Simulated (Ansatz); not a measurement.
CH2Cl2GeO, relaxed with RKS PBE-D4/def2-SVP in the Gaussian-basis code of Ansatz from a rough embedded geometry. The force threshold is 0.03 eV/Å; the program also tests the step.

Charge 0, multiplicity 1. The bonds changed during the relaxation, so this is another structure than the one it started from.

Start:

```xyz
7

Cl    1.776    0.158   -1.569
C     0.536    0.713   -0.458
O     0.817    0.301    0.766
Ge   -0.646   -0.703    0.248
Cl   -2.394   -0.013    1.236
H     0.113    1.734   -0.489
H    -0.203   -2.190    0.265
```

```
         step  energy (eV)  largest force (eV/Å)  largest move (Å)
            1  -84640.3845                 3.164             0.000
            2  -84640.7560                 0.596             0.153
            3  -84640.7968                 0.350             0.059
            4  -84640.8016                 0.292             0.018
            5  -84640.8042                 0.172             0.012
            6  -84640.8070                 0.120             0.023
            7  -84640.8096                 0.138             0.034
            8  -84640.8139                 0.189             0.067
            9  -84640.8185                 0.335             0.126
           10  -84640.8235                 0.334             0.028
           11  -84640.8298                 0.361             0.049
           13  -84640.8388                 0.665             0.100
           15  -84640.8556                 0.120             0.051
17 (rejected)  -84640.8527                 0.554             0.195
           19  -84640.8805                 0.205             0.098
           21  -84640.8914                 0.079             0.065
           23  -84640.9095                 0.153             0.110
           25  -84640.9352                 0.881             0.194
           27  -84641.0423                 0.716             0.200
           29  -84641.1305                 0.948             0.197
           31  -84641.2308                 0.796             0.193
           33  -84641.3151                 0.346             0.191
           35  -84641.3417                 0.540             0.095
           37  -84641.3696                 0.264             0.092
           39  -84641.3778                 0.069             0.032
           41  -84641.3782                 0.108             0.035
           43  -84641.3785                 0.018             0.007
```

End:

```xyz
7

Cl    2.239    1.395   -1.206
C     0.812    0.683   -0.531
O     0.580   -0.511   -0.624
Ge   -1.350   -1.442    0.027
Cl   -1.957    0.477    1.093
H     0.131    1.399   -0.014
H    -0.455   -2.000    1.255
```

It took 38 s on 4 threads of an Intel Xeon on a shared host, with 0.18 GiB of host memory at the peak.
